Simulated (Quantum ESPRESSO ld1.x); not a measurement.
Values are calculated unless marked as measured or tabulated.
The zinc ion Zn+, 29 electrons, occupied as [Ar] 3d10 4s1. Code: ld1.x of Quantum ESPRESSO 7.5. Model: scalar-relativistic Kohn-Sham, exchange-only LDA, spin-polarised, spherical densities, point nucleus; open shells are filled with parallel spins first. Some entries of the table are withheld. Estimate them.

orbital  occ.  eigenvalue (eV)  <1/r> (bohr^-1)
1s up       1         -9514.47            30.18
1s down     1         -9514.42            30.18
2s down     1         -1163.88            6.573
2s up       1         -1163.85            6.573
2p down     3         -1011.12            6.457
2p up       3         -1011.10            6.457
3s down     1         -136.695            2.087
3s up       1         -136.681            2.086
3p up       3              (1)            1.933
3p down     3              (2)            1.935
3d up       5         -18.6282            1.506
3d down     5         -18.3762            1.526
4s up       1         -13.9314              (3)
4s down     0         -12.1008              (4)

Answer. 
(1) 3p up eigenvalue (eV): -91.3528
(2) 3p down eigenvalue (eV): -91.3365
(3) 4s up <1/r> (bohr^-1): 0.5376
(4) 4s down <1/r> (bohr^-1): 0.5432
